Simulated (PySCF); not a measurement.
Frontier orbitals and the lowest excitations

Species: C5H6Cl2Si.
Geometry (PBE0-D3(BJ)/def2-SVP, Å), atoms numbered from 1 in this order:
```
atom  x, y, z in Å
Cl1    3.363    0.367   -1.192
C2     2.538   -0.041    0.338
Cl3    2.854   -1.743    0.779
C4     1.069    0.201    0.218
C5     0.394    1.081    0.990
Si6   -1.401    1.008    0.450
C7    -1.037   -0.287   -0.853
C8     0.283   -0.551   -0.793
H9     2.990    0.580    1.119
H10    0.888    1.678    1.760
H11   -1.915    2.303   -0.090
H12   -2.325    0.545    1.531
H13   -1.698   -0.788   -1.563
H14    0.797   -1.273   -1.435
```

Method used: PySCF 2.14.0, density-fitted response routines, TDDFT PBE0/def2-SVPD, vertical, gas phase, core orbitals frozen in the response.

Frontier orbitals with the atoms that hold most of them (Löwdin shares over 4%, at most four atoms; ? is withheld):

| orbital | ε (eV) | atoms |
| --- | --- | --- |
| HOMO-3 | -9.06 | Cl1 33%, Cl3 33%, Si6 6%, C4 5% |
| HOMO-2 | -8.77 | Cl1 30%, Cl3 29%, C2 10%, C4 7% |
| HOMO-1 | -8.75 | Cl3 34%, Cl1 32%, C8 8%, C4 6% |
| HOMO | -7.26 | ? |
| LUMO | -1.98 | C5 21%, C4 19%, C7 15%, C8 13% |
| LUMO+1 | -0.33 | Cl3 31%, Cl1 31%, C2 24% |
| LUMO+2 | -0.04 | C2 18%, Cl1 16%, Cl3 15%, C8 15% |

(1) Which atoms hold the HOMO, and with what shares?

(2) The HOMO–LUMO gap is 5.27 eV. Where does the response calculation put the lowest singlet, and from which orbitals?

(3) Give energy, strength and leading configuration of S1 and S5, and follow the Löwdin shares of the leading atoms from the occupied to the empty orbital.

Results:

(1) C7 (bonded to C, Si and H) 26%; C5 (bonded to C, Si and H) 25%; C8 (bonded to 2 C and H) 18%; C4 (bonded to 3 C) 17%.

(2) S1 is at 4.44 eV (f = 0.045), 0.84 eV below the gap, made of HOMO→LUMO (98%). 

(3) 
- S1 (4.44 eV, f 0.045), HOMO→LUMO (98%): C7 26% → 15%, C5 25% → 21%, C4 17% → 19%
- S5 (5.85 eV, f 0.0000), HOMO→LUMO+1 (98%): C7 26% → at most 4%, C5 25% → at most 4%, Cl3 at most 16% → 31%, Cl1 at most 16% → 31%

Time: 3.9 min of wall time; peak memory 0.89 GiB. Hardware: one thread, Arm Neoverse N1 (aarch64), no GPU (shared host).

One conformer stands for the species.
